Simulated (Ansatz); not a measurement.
ZnCl3⁻. Charge -1, multiplicity 1. Geometry PBE-D4/def2-SVPD.

```tsv
atom	x (Å)	y (Å)	z (Å)
Zn1	0.000	0.000	0.000
Cl2	-0.438	-1.952	-1.012
Cl3	-0.656	0.337	2.117
Cl4	1.094	1.615	-1.105
```

HSE06 is defined as in plane-wave codes, on full-range PBE exchange. The structure comes from a short search, and lower isomers may exist.

Question: Estimate the orbital energies around the gap (eV) in Ansatz with PBE-D4/def2-TZVPD, revPBE-D4/def2-TZVPD, r2SCAN-D4/def2-TZVPD, PBE0-D4/def2-SVPD, HSE06-D4/def2-TZVPD.

Answer: 
```tsv
orbital	PBE-D4/def2-TZVPD	revPBE-D4/def2-TZVPD	r2SCAN-D4/def2-TZVPD	PBE0-D4/def2-SVPD	HSE06-D4/def2-TZVPD
HOMO−9	-7.66	-7.58	-8.07	-10.76	-10.12
HOMO−8	-5.28	-5.19	-5.56	-6.76	-6.25
HOMO−7	-3.86	-3.79	-4.18	-5.33	-4.81
HOMO−6	-3.86	-3.79	-4.18	-5.33	-4.80
HOMO−5	-3.31	-3.25	-3.64	-4.76	-4.28
HOMO−4	-2.89	-2.83	-3.21	-4.34	-3.85
HOMO−3	-2.89	-2.83	-3.21	-4.34	-3.85
HOMO−2	-2.76	-2.70	-3.08	-4.22	-3.73
HOMO−1	-2.76	-2.70	-3.08	-4.22	-3.73
HOMO	-2.71	-2.66	-3.04	-4.14	-3.67
LUMO	2.42	2.53	2.83	3.05	2.90
LUMO+1	3.08	3.04	3.44	4.13	3.24
LUMO+2	3.24	3.14	3.78	4.43	3.37
LUMO+3	3.24	3.14	3.78	4.43	3.37
LUMO+4	3.94	3.98	4.26	5.57	4.24
LUMO+5	4.06	4.00	4.55	6.39	4.25
```
